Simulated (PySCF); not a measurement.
# Polarisability and C₆ of P⁺ (phosphorus, charge +1)

[Ne] 3s1 3p3, high-spin 5S determinant (an excited configuration). Computed with PySCF 2.14 in aug-cc-pCVTZ-DK with one added diffuse shell each of s, p, d, f type (9s8p6d4f, 91 functions), with scalar relativity by spin-free X2C-1e. Coupled (time-dependent) response in atomic units; α is the mean over directions.

| method | mean α (bohr³) | C₆ (like pair) | S(−4) |
| --- | --- | --- | --- |
| LC-wPBE | 12.86 | 62.79 | 53.44 |
| TPSS | 13.16 | 65.23 | 56.14 |

S(−4) is the Cauchy moment in α(ω) = α(0) + S(−4) ω² + …

α(iu) at TPSS:

```
u (hartree)  α(iu) (bohr³)
          0          13.16
     0.0500          13.02
      0.100          12.62
      0.200          11.26
      0.300          9.572
      0.500          6.538
      0.750          4.110
       1.00          2.747
       1.50          1.460
       2.00         0.9148
       3.00         0.4765
       5.00         0.2185
```

For an ion, C₆ is the dispersion term alone; charge-induced terms of lower order in 1/R come first.
